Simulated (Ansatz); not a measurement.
`CC1=[N+](C)[In-]([Cl])([Cl])[N]1C`. Total charge 0; spin multiplicity 1. In: def2 effective core potential. All single points use the PBE0-D4/def2-TZVP geometry.

```xyz
18

C    -0.187   -0.658    1.634
C    -0.029   -0.115    0.255
N     0.087    1.183    0.019
C     0.083    2.179    1.053
In    0.244    0.876   -2.117
Cl    2.337    1.192   -3.078
Cl   -1.590    1.489   -3.407
N     0.005   -0.858   -0.839
C    -0.107   -2.290   -0.854
H     0.651   -0.338    2.257
H    -1.097   -0.259    2.087
H    -0.237   -1.745    1.641
H    -0.841    2.164    1.643
H     0.161    3.166    0.598
H     0.929    2.070    1.743
H     0.705   -2.780   -0.304
H    -1.061   -2.640   -0.444
H    -0.052   -2.637   -1.885
```

(1) What is the dipole moment at B3LYP/def2-TZVPP? (An estimate is asked.)

(2) And with PBE, r2SCAN, ωB97M-V? (An estimate is asked.)

(3) Give the Mulliken charges with B3LYP, ωB97M-V, r2SCAN in def2-TZVPP. (Estimate.)

## Answers

(1) Computed: 6.49 D, with components (-0.69, -2.46, 5.97) D in this frame, pointing from negative to positive charge.

(2) The calculation gave: PBE 6.38 D, r2SCAN 6.52 D, ωB97M-V 6.52 D.

(3) Ansatz gave: 
```csv
atom,B3LYP,ωB97M-V,r2SCAN
C1,-0.30,-0.34,-0.21
C2,0.19,0.29,0.25
N3,-0.31,-0.36,-0.34
C4,-0.16,-0.23,-0.05
In5,0.95,0.87,0.97
Cl6,-0.40,-0.37,-0.41
Cl7,-0.40,-0.37,-0.41
N8,-0.29,-0.34,-0.32
C9,-0.17,-0.26,-0.05
H10,0.11,0.13,0.08
H11,0.11,0.14,0.08
H12,0.10,0.11,0.06
H13,0.09,0.12,0.06
H14,0.10,0.11,0.05
H15,0.10,0.12,0.06
H16,0.10,0.13,0.06
H17,0.10,0.13,0.06
H18,0.10,0.11,0.05
```

B3LYP here is the variant with VWN-RPA as its local correlation; programs differ in this.
